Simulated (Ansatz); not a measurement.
Geometry optimisation, Ansatz, RHF/def2-mTZVP.

Input:

```yaml
crystal:
  periodic: [false, false, false]
  atoms:
    - { symbol: Ge, position_ang: [0.311922, -0.49338, -0.35681] }
    - { symbol: H, position_ang: [-0.847674, -0.308928, 2.143898] }
    - { symbol: H, position_ang: [1.011986, -0.560756, -1.713346] }
    - { symbol: H, position_ang: [0.254937, 0.917187, 0.220085] }
    - { symbol: O, position_ang: [-1.282577, -1.162743, -0.654263] }
    - { symbol: H, position_ang: [-1.879988, -1.1769, 0.078188] }
    - { symbol: O, position_ang: [1.167609, -1.485444, 0.827215] }
    - { symbol: H, position_ang: [1.535902, -2.29039, 0.498743] }
    - { symbol: H, position_ang: [-0.367216, -0.802344, 2.27739] }
basis:
  gaussian: { orbitals: def2-mTZVP }
hamiltonian:
  xc: hf
relax:
  f_tol: 0.03
  max_steps: 50
output:
  orbitals: {}
```

Command:

```bash
$ ansatz run input.yaml --threads 1 --pin off --max-ram 2048MiB --backend cpu --events-out ev --progress --plain --runs-dir out
```

Question: Where does it end, and by what steps?

Answer: The forces met the threshold. The force dipped under the threshold on the way, but the program's further checks kept it going. After 15 steps the energy has fallen by 0.232 eV; H2 moved furthest, 1.30 Å.

```tsv
step	energy less start (eV)	largest force component (eV/Å)	accepted
0	0.0000	1.005	yes
1	-0.1217	0.182	yes
2	-0.1753	0.245	yes
3	-0.2086	0.179	yes
4	-0.2181	0.251	yes
5	-0.2231	0.371	yes
6	-0.2255	0.459	yes
7	-0.1356	2.646	no
8	-0.2297	0.020	yes
9	-0.2299	0.105	yes
10	-0.2303	0.034	yes
11	-0.2306	0.007	yes
12	-0.2309	0.156	yes
13	-0.2317	0.044	yes
14	-0.2319	0.019	yes
15	-0.2323	0.030	yes
```

```xyz
9
Properties=species:S:1:pos:R:3
Ge 0.445 -0.505 -0.703
H -1.217 -0.455 3.381
H 1.162 -0.702 -2.038
H 0.382 0.945 -0.228
O -1.159 -1.177 -0.950
H -1.748 -1.141 -0.211
O 1.252 -1.368 0.598
H 1.408 -2.290 0.460
H -0.621 -0.670 3.012
```

Whether the end is a true minimum wasn't checked by a vibrational analysis.

The run took 44 s on 1 thread of Arm Neoverse V2, on a shared host, peak memory 0.2 GiB.
